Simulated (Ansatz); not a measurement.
`[SiH3]O[AsH2]`, relaxed with RKS PBE-D4/def2-SVP in Ansatz from a rough embedded geometry. The force threshold is 0.03 eV/Å; the program also tests the step.

Total charge 0; spin multiplicity 1.

Start:

```xyz
8

Si   -0.894    0.042   -0.774
O    -0.300   -0.612    0.645
As    1.488   -0.248    0.555
H    -0.285   -0.561   -1.952
H    -0.703    1.478   -0.889
H    -2.403   -0.225   -0.865
H     1.312    1.126    1.399
H     1.784   -1.000    1.881
```

(1) By how much does the energy fall, and how many steps does the optimiser take? (Best estimate.)

(2) Which bonds change most? (Estimate.)

(3) Give the relaxed structure. (Estimate.)

Answers

(1) The calculation gave: 32.69 kJ/mol, in 7 steps.

(2) Computed: As3–H7 from 1.622 to 1.553 Å; Si1–H5 from 1.453 to 1.509 Å; Si1–H4 from 1.456 to 1.509 Å; Si1–H6 from 1.535 to 1.501 Å.

(3) Ansatz gave: 
```xyz
8

Si   -0.995    0.081   -0.902
O    -0.184   -0.280    0.529
As    1.636   -0.246    0.735
H    -0.335   -0.570   -2.093
H    -1.052    1.568   -1.149
H    -2.392   -0.446   -0.745
H     1.696    1.027    1.623
H     1.626   -1.133    2.002
```
